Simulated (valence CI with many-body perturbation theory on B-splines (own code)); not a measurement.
# Questions on Sm⁵⁵⁺

Level of theory: configuration interaction combined with many-body perturbation theory (CI+MBPT): five valence electrons over a frozen Dirac-Fock core [He], a basis of 9 s, 9 p, 8 d, 6 f, 3 g, 1 h functions for each j, with the one-electron correlation potential Σ1, the two-electron term Σ2, the three-electron term Σ3, Breit, model QED; selected CI, second order for the rest (own B-spline code, finite nucleus).

No measured spectrum was set against this ion. As an estimate, large intervals hold to a few tenths of a per cent, small ones and those within an open d or f shell to about a per cent. Among the levels kept, up to 1200 cm⁻¹ of a level comes from second order outside the variational space, and about a tenth of that is noise between levels of different J, which matters for small intervals.

Levels are named by their leading jj configuration (3d3/2^4 stands for four electrons in 3d with j = 3/2), which in mixed levels can hold well under half, so a name can repeat and another be missing.

Rates and lifetimes use the calculated energies. Strong lines usually hold to 10 to 20 %, long lifetimes can be off by a factor of two.

What is the ground level?

(2s^2 2p1/2^2 2p3/2) J=3/2, composition 48 % 2s²2p³ ²P° + 27 % 2s²2p³ ²D° + 25 % 2s²2p³ ⁴S°, g = 1.336.

Where does the other parity begin?

At (2s 2p1/2^2 2p3/2^2) J=5/2, 875.8 eV.

What is the ionisation energy?

11337 eV; NIST lists 11337 ± 5 eV (theoretical).

How well does LS coupling describe the low levels?

Among the lowest 20 levels the leading LS term, summed over configurations, holds 62 % on average. For single configurations the figures are 62 % in LS and 99 % in jj coupling. Terms mix most in the J = 3/2 level at 6396.9 eV, where the leading one holds 34 %.

Among levels below 7407.0 eV, which E1 lines absorb most strongly from the ground level?

to (2s^2 2p1/2^2 3d5/2) J=5/2 at 0.1898 nm, f = 0.540; to (2s^2 2p1/2 2p3/2 3d3/2) J=5/2 at 0.1740 nm, f = 0.460; to (2s^2 2p1/2 2p3/2 3d3/2) J=3/2 at 0.1741 nm, f = 0.332.

What are the static dipole polarisabilities of the lowest levels?

(2s^2 2p1/2^2 2p3/2) J=3/2 0.000181 (tensor 3.6e-05) bohr³, of which the core gives 4.97e-07.

Name the longest-lived excited levels whose lifetime is computed, and their main decay.

(2s^2 2p1/2 2p3/2^2) J=5/2 at 632.5 eV lives 2.64 ns, mostly by M1 to (2s^2 2p1/2^2 2p3/2) J=3/2; (2s^2 2p1/2 2p3/2^2) J=1/2 at 671.6 eV lives 749 ps, mostly by M1 to (2s^2 2p1/2^2 2p3/2) J=3/2; (2s^2 2p1/2 2p3/2^2) J=3/2 at 610.7 eV lives 450 ps, mostly by M1 to (2s^2 2p1/2^2 2p3/2) J=3/2.
